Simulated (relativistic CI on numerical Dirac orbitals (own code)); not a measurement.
# Sc²⁺: K-beta X-ray emission

Computed with this model: Dirac-Coulomb-Breit CI, orbitals from a KLI potential per configuration, model QED (radiative potential, 1s self-energy scaled to tabulated hydrogen-like ionisation energies), valence Slater integrals scaled by 0.7, multiplet model of X-ray emission after core ionisation; configurations [Ar] 3d → 1s 2s2 2p6 3s2 3p6 3d → [Ne] 3s2 3p5 3d; 300 K; Lorentzian 2.24 eV and Gaussian 1 eV FWHM. Energies are those of the free ion, without screening or charge transfer. S is read from ⟨S²⟩ = S(S + 1).

Field parameters in Wybourne normalisation: D3d B²₀ = −7Dσ, B⁴₀ = −14Dq − 21Dτ, B⁴₃ = −14√(10/7) Dq. The field is a parameter set, without covalency.

free ion: ground-state S = 0.50, centroid 4461.16 eV. Peaks (eV, height): 4452.0 (10), 4462.0 (100).

D3d, 10Dq = 5800, Dσ = -1140, Dτ = 270 cm⁻¹: ground-state S = 0.50, centroid 4461.17 eV. Peaks (eV, height): 4451.6 (9), 4462.0 (100).

Strongest unbroadened transitions for free ion:

```
Energy (eV)  Relative strength
    4451.95               21.1
    4452.00               17.7
    4460.27               39.3
    4460.31               15.0
    4460.33               31.1
    4460.44               17.8
    4460.45               42.2
    4460.46               34.8
    4460.56               83.4
    4460.67               45.2
    4460.69               18.9
    4462.09               88.8
    4462.24              100.0
    4462.46               82.7
    4463.20               35.8
    4463.32               27.6
    4463.33               17.8
    4463.41               20.0
```
